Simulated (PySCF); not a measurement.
ZnBr, SMILES [Br][Zn+], charge +1.

The structure is a stationary point at PBE0-D3(BJ)/def2-TZVP. The multiplicity is an assumed one; other spin states were not compared.

Two levels are set side by side: PBE/def2-TZVPD (PySCF) and M06-2X/def2-TZVPD (PySCF). Same geometry, gas phase. Differences are taken from unrounded values.

| quantity | PBE |
|---|---|
| orbital gap (eV) | 1.45 |
| highest occupied level (eV) | -13.15 |
| lowest empty level (eV) | -11.70 |
| mean polarisability (bohr³) | 38.9 |

These are the PBE values. What does M06-2X give? (Estimate from the structure and the level; the computed values follow.)


| quantity | M06-2X | PBE minus M06-2X |
|---|---|---|
| orbital gap (eV) | 5.29 | -3.84 |
| highest occupied level (eV) | -15.41 | 2.26 |
| lowest empty level (eV) | -10.12 | -1.58 |
| mean polarisability (bohr³) | 37.9 | 1.0 |

PBE's occupied levels lie high since its potential decays too fast outside the molecule; exact exchange lowers them and widens the gap. Differences between two approximate levels are no errors against the true value.

Rough cost on one machine, each run with all the roots and properties that it gave: M06-2X against PBE about 3 times.
